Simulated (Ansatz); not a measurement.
Steps of a relaxation of `F[CH2][SnH3]` with RKS PBE-D4/def2-SVP.

```sh
$ ansatz run in.yaml --threads 2 --pin off --events-out ev --progress --plain --max-ram 4352MiB
```

```yaml
crystal:
  periodic: [false, false, false]
  atoms:
    - {symbol: F, position_ang: [-1.085800, 1.376700, -0.921400]}
    - {symbol: C, position_ang: [-0.553000, 0.168700, -0.991500]}
    - {symbol: Sn, position_ang: [0.453600, -0.215400, 0.831500]}
    - {symbol: H, position_ang: [0.244000, 0.148600, -1.838200]}
    - {symbol: H, position_ang: [-1.332000, -0.605000, -1.159600]}
    - {symbol: H, position_ang: [-0.650700, -0.147100, 2.174100]}
    - {symbol: H, position_ang: [1.253700, -1.799300, 0.774100]}
    - {symbol: H, position_ang: [1.762400, 1.015600, 1.075200]}
basis:
  gaussian: {orbitals: def2-SVP}
hamiltonian: {xc: pbe, dispersion: d4}
relax: {f_tol: 0.03, max_steps: 200}
```

Positions (Å) and forces (eV/Å) along the path, 5 of 5 steps:

```xyz
8
step=1 energy=-9657.8907 eV
F    -1.086    1.377   -0.921   -1.274    2.421    0.001
C    -0.553    0.169   -0.992    1.611   -1.637   -1.601
Sn    0.454   -0.215    0.832    1.494   -0.235    1.252
H     0.244    0.149   -1.838   -1.004   -0.267    0.776
H    -1.332   -0.605   -1.160    0.025   -0.114   -0.249
H    -0.651   -0.147    2.174    0.089   -0.001   -0.109
H     1.254   -1.799    0.774   -0.248    0.395    0.054
H     1.762    1.016    1.075   -0.692   -0.562   -0.125
8
step=2 energy=-9658.0462 eV
F    -1.144    1.428   -0.990   -0.285    0.672    0.178
C    -0.541    0.210   -1.008    0.650   -0.995   -0.577
Sn    0.536   -0.246    0.874   -0.970   -0.285   -0.162
H     0.194    0.158   -1.865   -0.234    0.066    0.397
H    -1.290   -0.593   -1.200   -0.075    0.038    0.060
H    -0.557   -0.162    2.201   -0.106   -0.012    0.044
H     1.237   -1.801    0.861    0.148   -0.260   -0.092
H     1.658    0.948    1.071    0.873    0.777    0.151
8
step=3 energy=-9658.1168 eV
F    -1.110    1.421   -0.940   -0.234    0.366   -0.061
C    -0.543    0.172   -1.017    0.384   -0.373   -0.113
Sn    0.521   -0.221    0.880   -0.247   -0.193   -0.105
H     0.187    0.131   -1.866   -0.111    0.048    0.160
H    -1.321   -0.600   -1.215   -0.004    0.048    0.099
H    -0.607   -0.156    2.189    0.011    0.007   -0.025
H     1.247   -1.786    0.816    0.050   -0.056    0.026
H     1.718    0.980    1.097    0.150    0.154    0.019
8
step=4 energy=-9658.1239 eV
F    -1.128    1.437   -0.967    0.010   -0.036    0.011
C    -0.537    0.185   -1.014    0.031   -0.144   -0.068
Sn    0.514   -0.232    0.873    0.110    0.076    0.040
H     0.184    0.135   -1.862   -0.044    0.040    0.044
H    -1.310   -0.601   -1.175   -0.020    0.083   -0.021
H    -0.624   -0.165    2.173    0.020   -0.001   -0.011
H     1.260   -1.798    0.822   -0.039    0.051   -0.008
H     1.733    0.982    1.095   -0.066   -0.068    0.013
8
step=5 energy=-9658.1261 eV
F    -1.123    1.430   -0.960    0.003    0.001    0.006
C    -0.536    0.176   -1.016   -0.010   -0.002   -0.020
Sn    0.519   -0.228    0.873    0.003   -0.001    0.004
H     0.181    0.135   -1.867    0.003    0.001    0.007
H    -1.318   -0.597   -1.185    0.003    0.001    0.006
H    -0.618   -0.161    2.172    0.001    0.001   -0.003
H     1.257   -1.793    0.822    0.000    0.001    0.001
H     1.730    0.981    1.105   -0.003   -0.001   -0.001
```

It took 4.6 s on 2 threads of an Intel Xeon Platinum 8488C on a shared host, with 0.17 GiB of host memory at the peak.
